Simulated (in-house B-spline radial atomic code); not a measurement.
Neutral palladium is squeezed into an impenetrable sphere of radius R (the orbitals vanish at R). Method: Dirac-Kohn-Sham LDA VWN5, spherical fractional occupations, Fermi nucleus of rms radius 4.5318 fm. Calculated with a B-spline radial code for spherical atoms.

Energies in eV above the free atom in [Kr] 4d10:

```
R (bohr)  highest level (eV)  [Kr] 4d10  [Ar] 3d10 4s2 4p5 4d10 4f1  [Kr] 4d9 4f1
    9.21               -4.12   0.006479                       60.32         12.26
    5.76               -3.39     0.4761                       68.25         20.21
    4.96               -2.48      1.399                       72.86         24.88
     4.1              -0.175      4.814                       81.85         34.05
    3.61                2.53      10.26                       91.58         43.91
    2.99                9.35      29.24                         118         70.14
    2.71                14.9      49.33                       142.6          94.3
    2.02                47.6        223                       333.8         280.7
    1.99                50.2      240.3                       352.1         298.6
    1.22                 260       2302                        2433          2358
```

**Question.** Does [Ar] 3d10 4s2 4p5 4d10 4f1 fall below [Kr] 4d10 under compression?

**Answer.** No, it stays above over the whole range.

**Question.** Does [Kr] 4d9 4f1 fall below [Kr] 4d10 under compression?

**Answer.** No, it stays above over the whole range.

The highest level is first positive in the row R = 3.61 bohr, pushed up by confinement above the zero of the free ion's potential. Each configuration is held fixed and needn't be the lowest in the sphere.
